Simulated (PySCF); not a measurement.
An excited-state job on `CCCBr`.

Method: TDDFT B3LYP/def2-SVPD, vertical, gas phase, core orbitals frozen in the response (PySCF 2.14.0, density-fitted response routines). Geometry: GFN2-xTB. The input is one job of a driver script: a line of settings, then coordinates in Å.

Input:
```
{"job": {"kind": "uv", "xc": "B3LYP", "basis": "def2-SVPD", "nstates": 8, "ntriplets": 3}, "charge": 0, "multiplicity": 1}
C     -0.968401     0.612255     0.309777
C     -0.294766    -0.590688    -0.337234
C      1.022588    -0.230342    -0.998507
Br     2.364594     0.320626     0.314979
H     -0.334801     1.031115     1.088634
H     -1.163712     1.386301    -0.430027
H     -1.913484     0.319433     0.759508
H     -0.125747    -1.367232     0.412424
H     -0.947300    -1.007961    -1.109767
H      1.454924    -1.080583    -1.524538
H      0.911530     0.609745    -1.683162
```

Estimate the output.

```
coarse grid: 40176 points
cycle   1  E = -2692.3096943076  dE = -9.444e-01  |g| = 3.245e-01  |ddm| = 4.195e+00
cycle   2  E = -2692.3042191234  dE =  5.475e-03  |g| = 3.530e-01  |ddm| = 9.253e-01
cycle   3  E = -2692.3369742411  dE = -3.276e-02  |g| = 4.028e-02  |ddm| = 4.384e-01
cycle   4  E = -2692.3373407703  dE = -3.665e-04  |g| = 8.989e-03  |ddm| = 7.812e-02
cycle   5  E = -2692.3373561770  dE = -1.541e-05  |g| = 6.587e-03  |ddm| = 2.052e-02
cycle   6  E = -2692.3373665354  dE = -1.036e-05  |g| = 1.008e-03  |ddm| = 8.470e-03
cycle   7  E = -2692.3373667889  dE = -2.535e-07  |g| = 2.129e-04  |ddm| = 1.623e-03
final grid: 84304 points
cycle   8  E = -2692.3372746007  dE = -5.523e-08  |g| = 2.781e-04  |ddm| = 7.337e-03
cycle   9  E = -2692.3372745795  dE =  2.114e-08  |g| = 3.929e-04  |ddm| = 9.324e-04
cycle  10  E = -2692.3372746199  dE = -4.033e-08  |g| = 4.218e-05  |ddm| = 5.038e-04
cycle  11  E = -2692.3372746202  dE = -3.656e-10  |g| = 4.370e-06  |ddm| = 5.303e-05
converged SCF energy = -2692.3372746202

Static polarisability (au): isotropic 60.717, principal 52.930 57.575 71.648

Singlet excitations
state   eV       nm        f      main configurations
  1   5.9943    206.8   0.00166   H->L 0.98
  2   6.0702    204.3   0.00172   H-1->L 0.98
  3   7.1215    174.1   0.02952   H->L+1 0.96
  4   7.2022    172.1   0.05807   H-1->L+1 0.96
  5   7.8285    158.4   0.01424   H->L+2 0.84
  6   7.8625    157.7   0.00215   H->L+3 0.61, H-1->L+2 0.29
  7   7.8925    157.1   0.00301   H-1->L+2 0.56, H->L+3 0.28, H-1->L+3 0.11
  8   7.9744    155.5   0.03794   H-1->L+3 0.69, H-1->L+2 0.11, H-2->L 0.09

Triplet excitations (Tamm-Dancoff, eV): 5.4083 5.4684 6.9910
```

The SCF starts on a coarse grid where the log names one; the energy can jump when the final grid takes over, and dE then counts from the start density on the new grid. H and L stand for HOMO and LUMO; the number after each pair is its weight.

Give the mean polarisability as a volume in Å³, and the ratio of the largest to the smallest principal value.

60.717 au × 0.148185 = 9.00 Å³; 71.648/52.930 = 1.35.

Summary of the converged run: HOMO -7.58 eV, LUMO -0.38 eV; lowest singlet 5.99 eV; lowest triplet 5.41 eV (Tamm–Dancoff); mean polarisability 60.7 au.

 Relativistic effects, spin–orbit coupling among them, are left out although an element past zinc is present.

How long does this job take on x86-64 server, one thread, on a shared host?

About 18 s.

One conformer stands for the species.
Labels such as C1 count atoms from 1, the log's own numbers from 0.
